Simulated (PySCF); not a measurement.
Input for PySCF: R-B3LYP/6-31G* on C2H6OSi (SMILES C=C[SiH2]O).

```python
from pyscf import gto, scf, dft, mp
from pyscf.data.elements import chemcore

mol = gto.M(
    atom='''
    C     1.61583703    0.47635318    0.23459186
    C     0.84967329   -0.09787801   -0.69055511
    Si   -0.97291490   -0.36062134   -0.49059129
    O    -1.37332311    0.24776078    0.99470635
    H     2.68212666    0.61912338    0.09358509
    H     1.20200601    0.82709403    1.17307438
    H     1.31686503   -0.43169842   -1.61509223
    H    -1.72422916    0.32972327   -1.57148453
    H    -1.30866907   -1.80560391   -0.58417181
    H    -2.28737176    0.19574704    1.28129973
    ''',
    basis='6-31g*',
    cart=True,
    charge=0, spin=0, verbose=3, max_memory=1800)
mf = dft.RKS(mol, xc='b3lyp')
mf.conv_tol = 1e-8
mf.max_cycle = 100
mf.kernel()
if not mf.converged:
    mf = mf.newton().run(mf.mo_coeff, mf.mo_occ)
```

Predict the final total energy.

-444.5466 hartree.
